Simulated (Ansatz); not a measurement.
Input for Ansatz (a first-principles code): R-MP2/aug-cc-pVTZ on CH3BeF (SMILES [CH3][Be][F]), atoms moved off the minimum.

Ansatz 0.2 input:
```yaml
crystal:
  periodic: [false, false, false]
  atoms:
    - {symbol: Be, position_ang: [-0.06417249, 0.15183845, -0.16705881]}
    - {symbol: F, position_ang: [-0.43252594, 1.12097642, -1.11161827]}
    - {symbol: C, position_ang: [0.37621658, -1.02569743, 0.88179683]}
    - {symbol: H, position_ang: [0.32642105, -2.07758458, 0.44825650]}
    - {symbol: H, position_ang: [-0.38949401, -1.23868467, 1.71826350]}
    - {symbol: H, position_ang: [1.45089035, -0.94760485, 1.59518309]}
basis:
  gaussian:
    orbitals: aug-cc-pVTZ
magnetization: {spin_polarized: false}
correlation: {method: mp2, electrons: outside_noble_gas}
scf: {lower_state_search: off}
output: {forces: true}
```

What total energy does the run end on?

-154.3093 hartree.

How many basis functions does it have, and what does it roughly cost on one machine?

207 functions; about 10 core-seconds (a rough figure).
